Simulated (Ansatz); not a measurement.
Cost and result for the atomization energy of `[OH2+][Au-][N]([SiH3])[SiH3]` (13 atoms, 12 bonds).

```xyz
13

O    -2.644    2.156    0.893
Au   -1.016    0.876    0.352
N     0.488   -0.293   -0.145
Si    1.986    0.491   -0.417
Si    0.120   -1.960   -0.258
H    -3.025    1.908    1.742
H    -3.354    2.124    0.243
H     3.007   -0.536   -0.774
H     2.475    1.235    0.781
H     1.926    1.489   -1.526
H     1.356   -2.705   -0.634
H    -0.391   -2.528    1.025
H    -0.927   -2.256   -1.281
```

Total charge 0; spin multiplicity 1. Correlated methods include outer-core shells of Au, which these sets cover unevenly. Au: def2 effective core potential. The geometry is a stationary point of PBE0-D4/def2-TZVP. It is one conformer, not always the lowest. Program: Ansatz. All runs use 2 threads of an AMD EPYC 7R13 on a shared host and a share of an NVIDIA H100 80 GB. Times are those of one run each, without the atoms' runs, and a repeat can differ threefold. Electronic energies, without spin–orbit coupling; frozen cores. CCSD(T)/CBS adds CCSD(T) − MP2 in def2-TZVPP to the MP2 limit, and its time is that of the two runs behind it. T1 = 0.015. With those shells the extrapolation isn't a true limit. B3LYP takes the VWN-RPA correlation (the form of Gaussian; ORCA's B3LYP/G). HSE06 is the plane-wave form, built on full-range PBE exchange.

CCSD(T)/CBS is a level of theory with its own doubt, some kJ/mol a heavy atom from the limit and from the frozen cores, so smaller differences don't rank the functionals.

```
                             level  functions  wall time
              revPBE-D4/def2-TZVPP        314      3.8 s
                PBE0-D4/def2-TZVPP        314        4 s
               HSE06-D4/def2-TZVPP        314      4.1 s
                  CCSD(T)/def2-SVP        136      4.4 s
 B3LYP-D4/def2-TZVPP (with forces)        314      4.9 s
                 B2PLYP/def2-TZVPP        314      5.5 s
                 B97M-V/def2-TZVPP        314        6 s
r2SCAN-D4/def2-TZVPP (with forces)        314      6.5 s
                ωB97X-V/def2-TZVPP        314        7 s
                    MP2/def2-QZVPP        582        7 s
  ωB97M-V/def2-TZVPP (with forces)        314        9 s
                CCSD(T)/def2-TZVPP        314       12 s
                 CCSD(T)/CBS(def2)          –       19 s
```

**Question.** What atomization energy does each give, and how far from CCSD(T)/CBS? (Estimate.)

**Answer.** Ansatz gave: 
| level | atomization (kJ/mol) | difference from CCSD(T)/CBS | per bond |
| --- | --- | --- | --- |
| revPBE-D4/def2-TZVPP | 3837.9 | -136.5 | -11.4 |
| PBE0-D4/def2-TZVPP | 3863.0 | -111.4 | -9.3 |
| HSE06-D4/def2-TZVPP | 3865.1 | -109.3 | -9.1 |
| CCSD(T)/def2-SVP | 3645.8 | -328.6 | -27.4 |
| B3LYP-D4/def2-TZVPP (with forces) | 3919.7 | -54.7 | -4.6 |
| B2PLYP/def2-TZVPP | 3876.8 | -97.6 | -8.1 |
| B97M-V/def2-TZVPP | 3925.9 | -48.5 | -4.0 |
| r2SCAN-D4/def2-TZVPP (with forces) | 3928.4 | -46.0 | -3.8 |
| ωB97X-V/def2-TZVPP | 3951.2 | -23.2 | -1.9 |
| MP2/def2-QZVPP | 3958.9 | -15.5 | -1.3 |
| ωB97M-V/def2-TZVPP (with forces) | 3935.6 | -38.8 | -3.2 |
| CCSD(T)/def2-TZVPP | 3845.9 | -128.5 | -10.7 |
| CCSD(T)/CBS(def2) | 3974.4 | 0.0 | 0.0 |

From r2SCAN to r2SCAN0 (25 % exact exchange), in def2-TZVPP and without D4, the atomization energy moves by −70.9 kJ/mol: exact exchange takes away binding that semilocal exchange gives to molecules. At CCSD(T), def2-SVP lies −328.6 kJ/mol from the extrapolated value and def2-TZVPP −128.5 kJ/mol: correlation converges slowly with the basis, and small sets miss more of it in the bonded molecule than in its fragments. The D4 term adds +55.0 kJ/mol with B3LYP and +28.9 kJ/mol with PBE0; it sums over pairs of atoms, weighted by their polarisabilities, and B3LYP, whose exchange is more repulsive, gets the larger term.
